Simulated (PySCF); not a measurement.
A series of substituents X on one scaffold: BH2-X. Isolated molecules, 0 K electronic values unless said otherwise. One relaxed conformer stands for each flexible species; it need not be the lowest. Strings in code marks are SMILES.

The numbers are results of PySCF with PBE-D3(BJ)/def2-TZVP // M06-2X/def2-TZVP, not measurements. All candidates: neutral, multiplicity 1. Excitations are Tamm–Dancoff values on a coarser integration grid. The basis has no diffuse functions, so Rydberg states are missing or too high.

```yaml
HOMO–LUMO gap: 3.37 eV
T1 excitation (TDA): 3.14 eV
HOMO: -6.29 eV
```

Which member has these values?
(A) `BCF`
(B) `[BH2][AlH2]`
(C) `BS`
(D) `BC#CC`

D, `BC#CC`. The others give `BS`: 5.06 eV, 4.38 eV, -7.33 eV; `[BH2][AlH2]`: 2.99 eV, 2.36 eV, -6.34 eV; `BCF`: 4.64 eV, 4.33 eV, -7.37 eV
